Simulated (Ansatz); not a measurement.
H₄FNOSi (SMILES N[SiH](O)F), singlet, at a GFN2-xTB geometry, atoms displaced at random by about 0.08 Å a coordinate; B3LYP/STO-3G, gradient in Ansatz (a program for electronic structure).

Input for Ansatz:
Ansatz 0.2 input:
```yaml
crystal:
  periodic: [false, false, false]
  atoms:
    - {symbol: Si, position_ang: [-0.02142245, -0.14037630, -0.36706221]}
    - {symbol: N, position_ang: [1.53055847, -0.51806582, 0.09337132]}
    - {symbol: O, position_ang: [-0.34043048, 1.40422664, -0.46635710]}
    - {symbol: F, position_ang: [-0.95435040, -0.71364020, 0.88573971]}
    - {symbol: H, position_ang: [-0.43950992, -0.97055740, -1.51161156]}
    - {symbol: H, position_ang: [2.34648981, -0.03661526, -0.14546519]}
    - {symbol: H, position_ang: [1.71213006, -0.59816917, 1.19861842]}
    - {symbol: H, position_ang: [-1.25526954, 1.77041581, -0.54699582]}
basis:
  gaussian:
    orbitals: STO-3G
hamiltonian:
  xc: b3lyp
output: {forces: true}
```

What the program printed (banner, timings and long lists left out):

```
Functional definition: B3LYP
359 factors; integrals over basis functions are off by at most 3.9e-5 eV
mean field evaluation 1: about -14013.8420 eV, gradient 3.0e1 eV
mean field evaluation 2: about -14014.8656 eV, gradient 2.6e1 eV
mean field evaluation 4: about -14016.9150 eV, gradient 3.6e-1 eV
mean field evaluation 8: about -14016.8992 eV, gradient 5.2e-3 eV
mean field -14016.89916088 eV, -515.1115431667 hartree, gradient 5.9e-6 eV, S^2 0.000000; 0 other end points of the search recorded, 0 dependent functions left out
the calculation of the forces begins
reference -14016.89933000 eV, -515.1115493819 hartree; 21, 21 occupied and 7, 7 virtual orbitals, 359 factors
Total energy: -14016.89933000 eV, -515.1115493819 hartree
Atom 0 at    -0.021422    -0.140376    -0.367062 Å, force    -3.508406    -3.916016     0.562285 eV/Å
Atom 1 at     1.530558    -0.518066     0.093371 Å, force     0.935288    -2.039092     5.255967 eV/Å
Atom 2 at    -0.340430     1.404227    -0.466357 Å, force     1.123437     3.787960    -0.314349 eV/Å
Atom 3 at    -0.954350    -0.713640     0.885740 Å, force     0.354042     0.132032    -0.375219 eV/Å
Atom 4 at    -0.439510    -0.970557    -1.511612 Å, force     0.352387     0.583592    -0.085649 eV/Å
Atom 5 at     2.346490    -0.036615    -0.145465 Å, force     2.838594     1.920325    -2.013446 eV/Å
Atom 6 at     1.712130    -0.598169     1.198618 Å, force    -1.264699    -0.071636    -2.849635 eV/Å
Atom 7 at    -1.255270     1.770416    -0.546996 Å, force    -0.830645    -0.397165    -0.179954 eV/Å
Dipole moment:    -0.006749     0.289288    -0.055910 e Å
```
